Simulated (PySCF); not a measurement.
## Effect of structural changes

Level of theory: TDDFT wB97X-D/def2-SVPD circular dichroism and optical rotation, one conformer, gas phase in PySCF 2.14.0. Geometry: GFN2-xTB.

Each molecule in one low-energy conformer. The parent is CC[Si@@H]1C[C@H](Cl)CO1.

The molecule is flexible and this is one conformer; a measurement averages over conformers.

Question: How does the specific rotation at 589.3 nm (origin-invariant length gauge) change along this series?
- CC[Si@@H]1C[C@H](Cl)CO1 (base)
- CC[Si@H]1C[C@H](Cl)CO1 (diastereomer)

Answer: 
```csv
molecule,[α]589 (deg dm⁻¹ (g/mL)⁻¹),S1 (eV),"R(S1), velocity form (10⁻⁴⁰ esu² cm²)"
CC[Si@@H]1C[C@H](Cl)CO1,-120.4,7.14,-13.5
CC[Si@H]1C[C@H](Cl)CO1,+90.6,7.42,-2.2
```
The specific rotation at 589.3 nm (origin-invariant length gauge) is lowest for CC[Si@@H]1C[C@H](Cl)CO1 and highest for CC[Si@H]1C[C@H](Cl)CO1.
